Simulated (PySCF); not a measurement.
Z-matrix (Å, degrees):
```
W
O 1 1.9231
H 2 0.9747 1 120.78
O 1 1.9326 2 89.84 3 -69.67
H 4 0.9768 1 114.77 2 175.06
O 1 1.9390 2 109.99 3 124.80
H 6 0.9805 1 110.09 2 93.11
O 1 1.9571 2 158.31 3 -11.19
H 8 0.9778 1 110.06 2 130.95
O 1 1.9681 2 88.99 3 -158.71
H 10 0.9769 1 113.35 2 67.60
N 1 1.9976 2 81.55 3 38.07
H 12 1.0255 1 126.07 2 27.28
H 12 1.0256 13 110.11 3 158.41
```
Charge 0, multiplicity 1.

Q: What HOMO, HOMO–LUMO gap, dipole moment, charge on the central atom (Mulliken), total energy and LUMO does TPSSh-D3(BJ)/def2-TZVP // PBE-D3(BJ)/def2-SVP (PySCF) give?

A: 
The HOMO is -6.98 eV and the HOMO–LUMO gap comes out as 4.11 eV. The dipole moment comes out as 1.54 D. The charge on the central atom (Mulliken) is 1.47 e, the total energy comes out as -502.5874 Ha and the LUMO is -2.87 eV.
